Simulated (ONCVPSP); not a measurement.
# Configuration tests for titanium (ONCV)

```
Element                 : titanium (Ti)
Generator               : ONCVPSP 4.0.1
Type                    : optimised norm-conserving Vanderbilt (ONCV)
Functional              : Wu-Cohen
Relativity              : scalar-relativistic
Frozen core             : [Ne]
Valence charge          : 12
Reference configuration : 3s2 3p6 3d2 4s1 (charge +1)
Partial waves           : 3s+4s: rc 1.95 bohr, ncon 4, nbas 8, qcut 5.1 1/bohr, 3 projectors, debl 0.6 Ha; 3p: rc 1.70 bohr, ncon 4, nbas 8, qcut 7.2 1/bohr, 1 projector; 3d: rc 1.35 bohr, ncon 4, nbas 9, qcut 11.8 1/bohr, 1 projector
Local potential         : polynomial inside 1.30 bohr (lpopt 3, dvloc0 0 Ha)
Core correction         : none
```

Energies are relative to the spin-unpolarised reference configuration 3s2 3p6 3d2 4s1; without spin polarisation the order of configurations can differ from experiment.

| valence configuration | charge | ΔE all-electron (eV) | error AE − PS (meV) |
| --- | --- | --- | --- |
| 3s2 3p6 3d2 4s2 | 0 | -7.366 | +0.7 |
| 3s2 3p6 3d2 4s0 | +2 | 13.412 | -0.8 |

What are ΔE and the potential's error for 3s2 3p6 3d1 4s0?

ΔE = 40.343 eV all-electron; the error (AE − PS) is +9.4 meV.

What are ΔE and the potential's error for 3s2 3p5 3d2 4s2?

ΔE = 38.138 eV all-electron; the error (AE − PS) is +14 meV.
